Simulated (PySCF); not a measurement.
## Static response to an electric field

WSCl4 (singlet state).
Cartesian coordinates in Å at the PBE0-D3(BJ)/def2-SVP level; atoms count from 1:
```
atom  x, y, z in Å
W1     0.0001    0.0000    0.0354
S2     0.0038   -0.0102    2.1252
Cl3    2.2239    0.0063   -0.5443
Cl4   -0.0050    2.2277   -0.5296
Cl5   -2.2260   -0.0019   -0.5358
Cl6    0.0032   -2.2220   -0.5509
```

Level: PBE0/def2-SVPD (PySCF), static field, nuclei fixed, core orbitals frozen in the response. The polarisability tensor in these axes (au):

```
x   128.71   0.00  -0.03
y     0.00 128.71   0.06
z    -0.03   0.06 115.72
```

Problem. Diagonalise the tensor; give its mean and Δα, where Δα² is half the sum of the squared differences of the eigenvalues.

Solution. Principal values 115.72, 128.71 and 128.71 au; mean 124.38 au = 18.43 Å³ = 20.51 × 10⁻⁴⁰ C²·m²/J; Δα = 12.99 au (10 % of the mean).

Problem. What is the dipole moment, and where does it point?

Solution. (0.00, 0.00, 1.09) D, 1.09 D in size, pointing from the negative to the positive side. Measured along this direction, the outermost atoms are Cl6, Cl3, Cl5 and Cl4 at the negative end and S2 at the positive end.

Problem. What depolarisation ratio follows for Rayleigh scattering of linearly polarised light, taking the static tensor?

Solution. ρ = 3Δα²/(45ᾱ² + 4Δα²) = 505.9/(696196 + 674.5) = 0.000726.

Problem. What would n − 1 = 2πNα be for an ideal gas of these molecules at 298.15 K and 1 atm, electronic part alone?

Solution. N = p/kT = 2.4615 × 10¹⁹ cm⁻³, so n − 1 = 2π × N × 18.43 × 10⁻²⁴ cm³ = 2851 × 10⁻⁶ at long wavelengths.

Problem. Sum over states: ᾱ = Σ f/ω², ω in Eh. What share falls to these 10 lowest TDDFT singlets (eV, f)? 2.71, 0.0020; 2.71, 0.0020; 2.93, 0.0000; 3.28, 0.0000; 3.49, 0.0000; 3.61, 0.0398; 3.61, 0.0398; 3.65, 0.0009; 3.65, 0.0009; 3.69, 0.0000.

Solution. They add up to 5.02 au, 4.0 % of the 124.38 au; the largest single term is 2.26 au, from the state at 3.61 eV. Terms in order: 0.20, 0.20, 0.00, 0.00, 0.00, 2.25, 2.26, 0.05, 0.05, 0.00 au. Higher excitations give the rest. The strengths listed sum to 0.085.

Problem. What molar refraction does this α imply?

Solution. Lorentz–Lorenz: R = (4π/3)N_A α = 2.5225 cm³/(mol·Å³) × 18.43 Å³ = 46.5 cm³/mol, in the limit of long wavelengths.

Isolated species at its PBE0-D3(BJ)/def2-SVP geometry, gas phase. Atoms past krypton carry effective core potentials; spin–orbit coupling is left out.
